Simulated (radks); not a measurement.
Values are calculated unless marked as measured or tabulated.
Spherical quantum dot in the effective-mass picture: electrons in a parabolic well V = omega^2 r^2 / 2 with omega = 1.59, all in effective atomic units (hartree* = m*/eps^2 hartree, bohr* = eps/m* bohr), one dielectric constant everywhere. Level of theory: non-relativistic Kohn-Sham, LDA (Slater exchange, Perdew-Wang correlation), spin-polarised, spherical densities (a radial shooting solver with Libxc functionals). Levels are named by radial order and angular momentum (1s, 1p, 1d, 2s, ...), and open shells are averaged over m.

N = 7, configuration 1s2 1p(up 3, down 2). This is the lowest configuration that the search found. Occupied and some empty levels:

level    occupation  eigenvalue (hartree*)  <r> (bohr*)
1s up             1                 7.0563        1.070
1s down           1                 7.1015        1.069
1p up             3                 8.1803        1.364
1p down           2                 8.2260        1.367
1d up             0                 9.4053        1.588
1d down           0                 9.4463        1.592
2s up             0                 9.5829        1.438
2s down           0                 9.6138        1.440
1f up             0                 10.705        1.776
1f down           0                 10.740        1.780

Energy (hartree*): total 39.1396, kinetic 9.3902, external 16.261, Hartree 17.146, exchange-correlation -3.6576.
